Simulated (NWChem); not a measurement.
BeClF; SMILES [F][Be][Cl]

Program: NWChem. Structure relaxed at the PBE0/def2-SVP level.

Diagonal of the polarisability tensor at PBE0/def2-SVPD, static: 23.72, 23.72, 32.79 bohr³.

Question: Find the mean polarisability volume, the molar refraction, and the refractive index that an ideal gas of it would have at 273.15 K and 1 atm.

Answer: 
1. Mean: one third of the trace = 26.74 bohr³ × 0.14818 Å³/bohr³ = 3.96 Å³.
2. Molar refraction (Lorentz-Lorenz): (4π/3) N_A α = 10.0 cm³/mol.
3. Number density p/kT = 2.687 × 10⁻⁵ Å⁻³; n − 1 = 2π N α = 6.69 × 10⁻⁴.
4. These hold the electronic response alone: vibrational and orientational terms add to the static dielectric constant.
